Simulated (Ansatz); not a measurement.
Basis-set extrapolation for CH$_{4}$OSSi (`OC1[SiH2]S1`) (PBE0-D4/def2-TZVP geometry, frozen core, Ansatz 0.2.0). Multiplicity 1, RHF reference.

|  | def2-TZVPP | def2-QZVPP |
| --- | --- | --- |
| HF | -801.571600 | -801.597102 |
| MP2 correlation | -0.699799 | -0.755337 |
| CCSD(T) correlation | -0.767937 | not run |

Energies in hartree. Use E(X) = E(∞) + A·exp(−7.88·√X) for Hartree–Fock and E(X) = E(∞) + B·X^(−2.97) for correlation, with X = 3 and 4, and add CCSD(T) minus MP2 of the smaller set to the MP2 limit.

**Question.** What is the CCSD(T) energy at the basis-set limit?

**Answer.** HF limit: -801.597102 + (-0.025502) × 0.13774 = -801.60061. MP2 limit: -0.755337 + (-0.055538) × 0.74074 = -0.79648. Higher-order term: -0.767937 − (-0.699799) = -0.06814. Total: -802.46523 hartree, 330.0 kJ/mol below CCSD(T)/def2-TZVPP.
